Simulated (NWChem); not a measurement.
Isomers of C2H5FSi2, each optimised at PBE0/def2-SVP with NWChem, gas phase unless a solvent is named. Flexible species stand in one conformer each, which need not be the lowest.  Relative energies count from the lowest isomer at each level and are electronic, without zero-point energy, on those geometries.

A: FC1=C[SiH2][SiH2]1
B: C#C[SiH2][SiH2]F
C: [Si@@H]1(C=C[SiH2]1)F
D: F[Si@H](C#C)[SiH3]

| quantity | A | B | C | D |
|---|---|---|---|---|
| relative energy, LDA (Slater exchange, VWN5)/def2-TZVP (kcal/mol) | 38.9 | 28.5 | 0.0 | 26.1 |
| relative energy, PBE0/def2-TZVP (kcal/mol) | 42.2 | 23.7 | 0.0 | 21.7 |
| orbital gap (eV), PBE0/def2-SVP | 7.31 | 7.29 | … | 7.09 |
| highest harmonic frequency (cm⁻¹), PBE0/def2-SVP | 3193 | 3473 | … | 3472 |
| SMD solvation free energy in toluene, PBE0/def2-SVP (kcal/mol) | -0.6 | -1.5 | -1.4 | -1.4 |

**Question.** Complete the blanks.

**Answer.** 
- orbital gap (eV), PBE0/def2-SVP, C: 6.87
- highest harmonic frequency (cm⁻¹), PBE0/def2-SVP, C: 3176
